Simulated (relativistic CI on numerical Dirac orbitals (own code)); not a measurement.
A reference radial Dirac CI calculation of W³⁺ gave the lowest total energy -16125.68452 Ha in 38 SCF steps, from this input:

```
atom W  Z=74  charge=3  electrons=71
nucleus A=184  rms_radius_fm=5.3658
hamiltonian dirac-coulomb  breit=on  qed=on  c_scale=1
orbitals kli  potential=per-configuration
slater_scale 1
correlation none
mixing on
grid step=0.0125 r_max=64.9
scf mixing=0.4 start=green max_iterations=150 tolerance=2e-08 node_fill=0.05
configurations
  [Xe] 4f14 5d3
  [Xe] 4f14 5d2 6s
  [Xe] 4f14 5d 6s2
end
```

One setting was then changed (and the iteration limit cut to 82), and the output read:

```
error: the grid has 8995 points, outside 40 to 4096
end: refused
```

(1) Which setting was changed?
A. charge
B. grid step
C. start potential
D. QED terms

Results:

(1) B. The grid step 0.002. This setting is bad on purpose; its numbers may not be properties of the ion.
